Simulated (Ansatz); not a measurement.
Stepwise reaction of `[NH]=[Ta]([OH])([OH])[OH]` with ammonia, as a gas-phase model of exchange steps in deposition or etching. ΔE in kJ/mol; ΔG adds harmonic PBE0-D4 terms to CCSD(T)/CBS, at 1 bar.

Program: Ansatz. Geometries: PBE0-D4/def2-TZVP. ΔE: electronic, gas phase. CBS: MP2 limit from def2 TZ/QZ plus the TZ coupled-cluster correction, frozen cores. This one scheme is used for every species. DFT in def2-TZVPP. B3LYP here is the variant with VWN-RPA as its local correlation; programs differ in this. def2 core potentials past Kr. For Ta outer-core shells are correlated without core-valence functions, which leaves a few kJ/mol of doubt a bond. One conformer a species, not always the lowest.

```csv
step,reaction,PBE-D4,B3LYP-D4,ωB97M-V,CCSD(T)/CBS,ΔG(600 K)
1,`[NH]=[Ta]([OH])([OH])[OH]` + NH₃ → `[NH]=[Ta]([NH2])([OH])[OH]` + H₂O,21.5,23.1,22.9,16.0,20.9
2,`[NH]=[Ta]([NH2])([OH])[OH]` + NH₃ → `[NH]=[Ta]([NH2])([NH2])[OH]` + H₂O,55.7,57.4,57.4,51.2,45.6
3,`[NH]=[Ta]([NH2])([NH2])[OH]` + NH₃ → `[NH]=[Ta]([NH2])([NH2])[NH2]` + H₂O,60.4,62.9,62.7,56.9,57.2
```

Problem. By hand: ΔE of the 3 steps together at CCSD(T)/CBS.

Solution. (16.0) + (51.2) + (56.9) = 124.1 kJ/mol, or 41.4 kJ/mol a step.

In ΔE each step is higher than the one before. All are uphill at CCSD(T)/CBS. ΔG lies between 20.9 and 57.2 kJ/mol a step. PBE-D4 differs from CCSD(T)/CBS by 3.5 to 5.5 kJ/mol a step. Isolated molecules leave out the surface, adducts and barriers. Largest T1 diagnostic: 0.019.
